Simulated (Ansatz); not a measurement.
Species: SiNH$_{4}$, charge -1, singlet. SiNH4- (parent SMILES [NH][SiH3], singlet).
B3LYP-D3(BJ)/def2-TZVP minimum from Ansatz (a first-principles code):
```xyz
6

N      1.0724    -0.4462    -0.2807
Si    -0.4330     0.1443     0.0840
H      1.8436     0.0367     0.1750
H     -0.9665     0.1212     1.5254
H     -1.4968    -0.6426    -0.6434
H     -0.8254     1.5882    -0.2677
```
Charge -1, spin multiplicity 1.

Total energies in aug-cc-pV(D+d)Z, 14 correlated electrons, 6 frozen orbitals. Radicals and triplets start from unrestricted determinants; spin-orbit coupling is neglected. Correlated methods leave the cores frozen. No relativity. The spin of H4NSi- (parent SMILES [NH][SiH3], singlet) was assumed, and the state is the lowest solution found for it.

| method | program | energy (Eh) | minus CCSDT(Q) (mEh) |
|---|---|---|---|
| HF | Ansatz | -345.69885 | 359.69 |
| MP2 | Ansatz | -346.01680 | 41.74 |
| CCSD | Ansatz | -346.04454 | 14.00 |
| CCSD(T) | Ansatz | -346.05679 | 1.75 |
| CCSDT(Q) | Ansatz | -346.05854 | 0.00 |

Rough core times of Ansatz's runs on a shared machine: CCSD(T) under 20 s, CCSDT(Q) 5 min.
